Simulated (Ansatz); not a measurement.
Mulliken charges of BClH4OSSi (`BO[SiH](S)Cl`) from r2SCAN/def2-TZVPP in Ansatz (PBE0-D4/def2-TZVP geometry).

```
atom   x (Å)   y (Å)   z (Å)  charge (e)
  B1   0.048   1.653   1.080       0.167
  O2  -0.551   0.559   0.556      -0.358
 Si3  -0.116  -0.850  -0.149       0.633
  S4  -0.804  -0.694  -2.143      -0.229
 Cl5   1.907  -1.141  -0.076      -0.231
  H6   1.244   1.721   1.122      -0.012
  H7  -0.662   2.524   1.491      -0.021
  H8  -0.735  -1.956   0.601      -0.061
  H9  -0.242  -1.863  -2.500       0.112
```

Question: By hand: the dipole of these point charges (1 e Å = 4.8032 D).

Answer: Σ q r = (-0.108, -0.203, 0.034) e Å, of length 0.232 e Å = 1.11 D.

Question: How does the dipole of the full density compare? (An estimate is asked.)

Answer: Ansatz gave: (-0.038, -0.219, -0.047) e Å, 1.09 D; the point charges give 1.02 times that, at 27° from its direction.

Point charges leave out the atoms' own dipoles, such as those of lone pairs, and Mulliken's split depends on the basis, so the two needn't agree.
